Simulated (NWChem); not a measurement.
System: C₂H₃BF₂; SMILES C=CB(F)F

All runs: NWChem. Structure relaxed at the PBE0/def2-SVP level. Gas phase, vertical. One conformer.

PBE/def2-SVPD, TDA puts singlet state 2 at 7.01 eV with oscillator strength 0.435.

Question: Give the wavelength, the transition dipole and the radiative lifetime of that state in vacuum.

Answer: 
1. λ = 1239.84/7.01 = 177 nm, or 56540 cm⁻¹.
2. f = (2/3) ΔE μ² in atomic units, so μ = √(1.5 f/ΔE) = 1.59 a.u. = 4.05 D.
3. τ = 1.499 s cm⁻² / (f ν²) = 1.1 ns, for a non-degenerate state that emits at the vertical energy; a higher state like this one mostly decays faster by other paths.
